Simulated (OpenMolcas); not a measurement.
**Te+: thermal populations, worked from levels**

| Item | Value |
| --- | --- |
| Program | OpenMolcas |
| Basis | ANO-RCC-VQZP [8s7p5d3f2g] |
| Scalar Hamiltonian | DKH2, point nucleus |
| Active space | 3 electrons in 3 orbitals (5p) |
| State averaging | 2S+1 = 4 odd, 1 root; 2S+1 = 2 odd, 8 roots |
| Spin-orbit coupling | state interaction with AMFI integrals over the reference wave functions, term energies averaged over their components |

Methods: CASSCF; SS-CASPT2, IPEA 0.25 Eh, imaginary shift 0.1 Eh (closed shells correlated: 4d 5s). Measured levels: NIST Handbook of Basic Atomic Spectroscopic Data.

**Thermal populations.** Z = Σ (2J + 1) exp(-E/kT) with k = 0.695035 cm-1/K, over the levels below. No other level of either list lies under 71100 cm-1, which is above 7 kT at each temperature.

```csv
Level,2J + 1,SS-CASPT2,measured
5s2 5p3 4S* 3/2,4,0.0,0.0
5s2 5p3 2D* 3/2,4,10900,10222
5s2 5p3 2D* 5/2,6,12710,12422
5s2 5p3 2P* 1/2,2,21430,20547
5s2 5p3 2P* 3/2,4,24150,24032
```

| T (K) | Z, SS-CASPT2 | Z, measured levels | Ground level (%), SS-CASPT2 | Ground level (%), measured levels |
| --- | --- | --- | --- | --- |
| 5000 | 4.337 | 4.389 | 92.2 | 91.1 |
| 8000 | 5.268 | 5.382 | 75.9 | 74.3 |
| 12000 | 6.764 | 6.922 | 59.1 | 57.8 |

At 12000 K, kT = 8340 cm-1, and the computed levels give Z = 4.000 + 1.083 + 1.307 + 0.153 + 0.221 = 6.764.

Term energies are means over components that CASPT2 splits; among the terms shown or strongly mixed into the levels shown the widest spread is 100 cm-1 (5s2 5p3 2D*, SS-CASPT2). With the s shell closed, the reference lacks s² → p² mixing. Measured partners are found by configuration, term and J. A level has none where our copy of the source lacks it or the pairing is in doubt (some pairs that miss far off the trend of their configuration count as doubtful), and it then counts in no deviation. Levels of configurations outside the active space are missing.

* marks odd parity.
